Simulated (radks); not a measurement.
Task: All-electron atom: Sb44+ in [He] 2s2 2p3. Method: Dirac Kohn-Sham, PBE, spin-unpolarised, spherical densities, finite nucleus; open shells are shared between the two j in proportion to 2j + 1; Fermi nuclear charge, rms radius 4.6802 fm; computed with a radial shooting solver on a logarithmic mesh with Libxc functionals. Some entries of the table are withheld. Estimate them.

| orbital | occ. | eigenvalue (eV) | <1/r> (bohr^-1) | <r^2> (bohr^2) |
|---|---|---|---|---|
| 1s1/2 | 2 | (1) | (2) | 0.001087 |
| 2s1/2 | 2 | (3) | (4) | 0.01623 |
| 2p1/2 | 1 | (5) | 13.13 | 0.01181 |
| 2p3/2 | 2 | (6) | 12.20 | 0.01291 |

Result: 
(1) 1s1/2 eigenvalue (eV): -33909.71
(2) 1s1/2 <1/r> (bohr^-1): 54.42
(3) 2s1/2 eigenvalue (eV): -7757.701
(4) 2s1/2 <1/r> (bohr^-1): 13.20
(5) 2p1/2 eigenvalue (eV): -7563.952
(6) 2p3/2 eigenvalue (eV): -7284.622
